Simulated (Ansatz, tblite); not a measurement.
Cost and result up the ladder for NbTe2⁺ (the lowest singlet isomer of a short search) (3 atoms). The state is a singlet with charge 1. Geometry: r2SCAN-D4/def2-TZVP.

```xyz
3

Nb    0.5614   -0.7880   -0.1914
Te   -1.4470   -0.7109    1.2232
Te    0.8856    1.4989   -1.0318
```

Ansatz on 4 threads of Arm Neoverse V2 on a shared host; xTB runs through tblite on one thread. Times are rough, summed over both states, and most runs start from the orbitals of an earlier one. ωB97M-V/def2-TZVP serves as the yardstick here, not as an exact answer. The other state is a quintet at its own geometry, which has other bonds, so the gap mixes isomer and spin.

In the def2 sets Nb, Te take a core potential; there is no spin–orbit coupling. The xTB rows come from tblite. Correlated methods freeze 8 core orbitals; core or outer-core shells of Nb, Te are correlated, in sets that lack core-valence functions. The order of the spin states hangs on the level: the triplet lies 0.14 eV below the singlet at PBE0-D4/def2-TZVP, but 0.02 eV above it at PBE-D4/def2-TZVP. At PBE0-D4/def2-TZVP a triplet of charge 1 lies 0.28 eV below the quintet, each at its own geometry. The structure comes from a short search, and lower isomers may exist.

Run but left out: HF/def2-TZVP, B2PLYP/def2-TZVP, MP2/def2-TZVP (singlet: restricted singlet, unstable towards broken spin symmetry).

Correlated methods converge slowly with the basis.

xTB has no spin-polarisation term.

| level | functions | wall time |
| --- | --- | --- |
| GFN1-xTB | 27 | 0.006 s |
| GFN2-xTB | 27 | 0.01 s |
| PBE-D4/def2-TZVP | 140 | 5 s |
| revPBE-D4/def2-TZVP (with forces) | 140 | 5.2 s |
| BLYP-D4/def2-TZVP | 140 | 5.2 s |
| RPA@PBE/def2-TZVP | 140 | 9.7 s |
| PBE0-D4/def2-TZVP | 140 | 10 s |
| r2SCAN-D4/def2-TZVP | 140 | 11 s |
| r2SCAN0-D4/def2-TZVP | 140 | 24 s |
| ωB97M-V/def2-TZVP | 140 | 60 s |

Question: Estimate what each level gives for the quintet − singlet (eV).

Answer: 
```
                            level  quintet − singlet (eV)  difference from ωB97M-V/def2-TZVP (eV)                         remarks
                         GFN1-xTB                   -0.34                                   -0.23                               –
                         GFN2-xTB                    1.54                                    1.66                               –
                 PBE-D4/def2-TZVP                    0.83                                    0.95                               –
revPBE-D4/def2-TZVP (with forces)                    0.76                                    0.88  restricted, untested (singlet)
                BLYP-D4/def2-TZVP                    1.03                                    1.15  restricted, untested (singlet)
                RPA@PBE/def2-TZVP                    0.89                                    1.01                               –
                PBE0-D4/def2-TZVP                    0.13                                    0.25                               –
              r2SCAN-D4/def2-TZVP                    0.37                                    0.49                               –
             r2SCAN0-D4/def2-TZVP                   -0.25                                   -0.13                               –
                ωB97M-V/def2-TZVP                   -0.12                                    0.00                               –
```
